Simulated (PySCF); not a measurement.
# A small calculation by hand: oscillator strength and radiative lifetime

C4H6BF, SMILES FB1C=CCC1.

The structure is a stationary point at TPSSh-D3(BJ)/def2-SVP. The structure was generated by enumeration, and PubChem lists no compound with its InChIKey, so it may never have been made. One conformer was computed; it need not be the lowest.

PySCF with TDA-PBE/def2-SVPD puts the first singlet state with f over 0.02 at 6.24 eV (vertical), with the transition dipole (0.051, 1.217, 0.000) in atomic units.

### Question
Find the oscillator strength, the wavelength and the radiative lifetime that this transition would have in vacuum if emission retraced absorption.

### Answer

|μ|² = 1.4837 au, so |μ| = 3.10 D. ΔE = 6.24/27.211 = 0.2293 hartree. f = (2/3) ΔE |μ|² = 0.227 (the program prints 0.227).
λ = 1239.84/6.24 = 199 nm; ν = 50329 cm⁻¹.
Einstein's coefficient A = 0.6670 ν² f s⁻¹ (ν in cm⁻¹) = 3.8e8 s⁻¹, so τ = 1/A = 2.6 ns. This state is S2; the lower singlet has f = 0.001. The figure is the radiative limit of this one transition; relaxation, internal conversion, crossing to triplets and a medium change what is measured.
